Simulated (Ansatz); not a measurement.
Basis-set extrapolation for `C[SiH2]CC=S` (PBE0-D4/def2-TZVP geometry, frozen core, the Gaussian-basis code of Ansatz). Multiplicity 1, RHF reference.

|  | def2-TZVPP | def2-QZVPP |
| --- | --- | --- |
| HF | -804.782039 | -804.807807 |
| MP2 correlation | -0.809549 | -0.865709 |
| CCSD(T) correlation | -0.908928 | not run |

Energies in hartree. Use E(X) = E(∞) + A·exp(−7.88·√X) for Hartree–Fock and E(X) = E(∞) + B·X^(−2.97) for correlation, with X = 3 and 4, and add CCSD(T) minus MP2 of the smaller set to the MP2 limit.

Task: What is the CCSD(T) energy at the basis-set limit?

Result: HF limit: -804.807807 + (-0.025768) × 0.13774 = -804.81136. MP2 limit: -0.865709 + (-0.056160) × 0.74074 = -0.90731. Higher-order term: -0.908928 − (-0.809549) = -0.09938. Total: -805.81805 hartree, 79.7 kcal/mol below CCSD(T)/def2-TZVPP.
